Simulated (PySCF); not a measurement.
# Radial density of S²⁺ (sulfur, charge +2)

UHF, [Ne] 3s1 3p2 4s1, high-spin 5P determinant (an excited configuration). Calculation: PySCF 2.14, in aug-cc-pV(T+d)Z with one added diffuse shell each of s, p, d, f type (7s6p5d3f, 71 functions); the non-relativistic Hamiltonian (point nucleus).

| r (bohr) | 4πr²ρ (e/bohr) | 4πr²(ρα − ρβ) |
| --- | --- | --- |
| 0.00210 | 0.1375 | 0.0007 |
| 0.00352 | 0.3719 | 0.0018 |
| 0.00593 | 0.9739 | 0.0048 |
| 0.00997 | 2.423 | 0.0118 |
| 0.0168 | 5.517 | 0.0267 |
| 0.0282 | 10.85 | 0.0515 |
| 0.0474 | 16.77 | 0.0765 |
| 0.0798 | 17.77 | 0.0835 |
| 0.134 | 12.82 | 0.1484 |
| 0.226 | 14.03 | 0.4390 |
| 0.380 | 17.28 | 0.4072 |
| 0.639 | 7.491 | 0.0374 |
| 1.07 | 2.413 | 1.7873 |
| 1.81 | 1.715 | 1.7109 |
| 3.04 | 0.4916 | 0.4916 |
| 5.11 | 0.1665 | 0.1665 |
| 8.60 | 0.001536 | 0.0015 |
| 14.5 | 1.294e-05 | 0.0000 |

The outer electron is Rydberg-like, and this basis confines it to a smaller radius and binds it less than a complete one would.
